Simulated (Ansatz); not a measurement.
The B1–Br3 bond of BBr2H (SMILES BrBBr) is stretched (multiplicity 1, the rest rigid).
Geometry at rest (charge 0, multiplicity 1):
```xyz
4

B     -0.62320    -0.38098    -0.41274
H     -1.49973    -0.91682    -0.99326
Br    -0.32832     1.47752    -0.68765
Br     0.46020    -1.39690     0.77499
```

Frozen-core correlation. Filled d and f shells under p-block atoms count as core.

Codes used: Ansatz (Gaussian basis) for Hartree–Fock, density functionals and correlated methods. Values without a source in brackets are computed.

Energies above the point at 1.902 Å (the B3LYP-D3(BJ) bond length), FIC-MRCISD+Q on CASSCF(6,4)/cc-pVTZ (kcal/mol): 11.26 at 1.712 Å; 6.17 at 2.092 Å; 103.60 at 6.086 Å.

Q: Take the last value as the depth D of a Morse curve D(1 − e^(−a(R − R₀)))², fit a and R₀ to the two near points, and test it at 2.567 and 3.328 Å.

A: 
With D = 103.6, both near points (counted from the curve's value at 1.902 Å) are met by a = 1.49 Å⁻¹ and R₀ = 1.903 Å, so k = 2Da² = 458 kcal/(mol Å²). The curve then gives 40.8 and 80.2 kcal/mol; the level itself gives 41.4 and 85.6, so Morse is off by -0.6 and -5.5.

Doubts at one or more of the structures used: active orbitals that take no part (FIC-MRCISD+Q on CASSCF(6,4)/cc-pVTZ).

Ansatz is a first-principles code.
